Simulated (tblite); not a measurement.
C₅H₁₆Si₃.
Structure used (GFN2-xTB), in Å, numbered top down from 1:
```xyz
24
C5H16Si3 angstrom
Si    -1.6657    0.8727    1.5227
C     -0.8264   -0.0324    0.0618
Si    -1.6904   -1.7146   -0.2250
Si    -1.0362    1.0322   -1.5109
C      0.6226   -0.3142    0.4580
C      1.5889   -0.9330   -0.5706
C      2.6732    0.0558   -0.1197
C      1.6062    0.8584    0.6380
H     -3.0937    1.0582    1.2643
H     -1.4992    0.0861    2.7498
H     -1.0494    2.1855    1.7375
H     -1.0936   -2.4115   -1.3690
H     -3.1187   -1.5256   -0.4808
H     -1.5242   -2.5620    0.9614
H     -2.4691    1.2094   -1.7550
H     -0.4368    2.3640   -1.3764
H     -0.4541    0.4031   -2.7011
H      0.6217   -0.9279    1.3659
H      1.8121   -1.9906   -0.4394
H      1.2755   -0.7650   -1.5975
H      3.4096   -0.3977    0.5412
H      3.1938    0.5869   -0.9141
H      1.8423    1.1296    1.6656
H      1.2998    1.7523    0.1011
```

Level: GFN2-xTB in tblite, geometry and Hessian alike; calculated harmonic values, unscaled, isolated species. The method is semi-empirical: single wavenumbers can be off by several per cent or more. Modes of hydrogen on silicon can be 10 to 20 % off. One conformer, not necessarily the lowest.

Harmonic wavenumbers (cm⁻¹): 35.6, 73.6, 126.6, 139.9, 145.5, 148.4, 158.8, 203.4, 205.4, 224.1, 343.0, 365.8, 472.2, 508.7, 512.0, 516.4, 532.2, 536.4, 570.6, 708.5, 773.8, 783.3, 785.6, 791.5, 793.6, 795.9, 805.9, 810.0, 814.6, 817.5, 830.2, 854.3, 876.8, 933.4, 997.0, 1035.5, 1045.9, 1079.8, 1120.3, 1167.2, 1186.3, 1196.6, 1240.5, 1256.4, 1256.9, 1271.5, 1335.5, 1474.6, 1475.6, 1495.2, 2209.3, 2225.1, 2227.8, 2233.6, 2237.9, 2243.4, 2254.0, 2258.6, 2273.8, 2902.4, 2990.9, 2996.4, 3006.1, 3015.0, 3029.5, 3033.5.

A = 1372, B = 904.5, C = 842.9 MHz; mass 160.056 u (most abundant isotopes); point group Cs, symmetry number 1.

What is the zero-point energy?

½Σν̃ = 39383 cm⁻¹ = 112.60 kcal/mol.

What is S at 298.15 K and 1 bar for an ideal gas of classical rigid rotors and harmonic oscillators?

Translation 41.15, rotation 30.11, vibration 39.75: S = 111.0 cal/(mol K).

And Cp and H(298.15 K) − H(0)?

Cp = 51.35 cal/(mol K), of which vibrations give 43.40 (their classical limit is 66 R = 131.2); H(298.15 K) − H(0) = 8.75 kcal/mol without the zero-point energy, 6.38 from vibrations.

What must be added to the electronic energy to get the Gibbs energy at 298.15 K and 1 bar?

ZPE + [H(298.15 K) − H(0)] − T·S = 112.60 + 8.75 − 33.09 = 88.26 kcal/mol.

Which modes carry the vibrational entropy at 298.15 K?

35.6 cm⁻¹: 5.49; 73.6 cm⁻¹: 4.05; 126.6 cm⁻¹: 3.00; 139.9 cm⁻¹: 2.81; 145.5 cm⁻¹: 2.73; 148.4 cm⁻¹: 2.69 cal/(mol K); the other 60 give 18.98 together.

How do the functions run with temperature in this model?

| T (K) | S (cal/(mol K)) | Cp (cal/(mol K)) | H − H(0) (kcal/mol) | G − H(0) (kcal/mol) | ln q(vib) |
| --- | --- | --- | --- | --- | --- |
| 150 | 84.2 | 29.5 | 2.78 | -9.85 | 3.93 |
| 250 | 102.6 | 44.2 | 6.45 | -19.20 | 7.50 |
| 400 | 128.1 | 64.9 | 14.69 | -36.53 | 12.92 |
| 600 | 158.4 | 84.7 | 29.79 | -65.25 | 20.07 |
| 900 | 196.6 | 103.4 | 58.26 | -118.69 | 30.09 |

q(vib) and H(0) count from the zero-point level.

Hindered rotation and anharmonicity are outside this model. Other conformers, if any are populated, would add a mixing term that is left out.
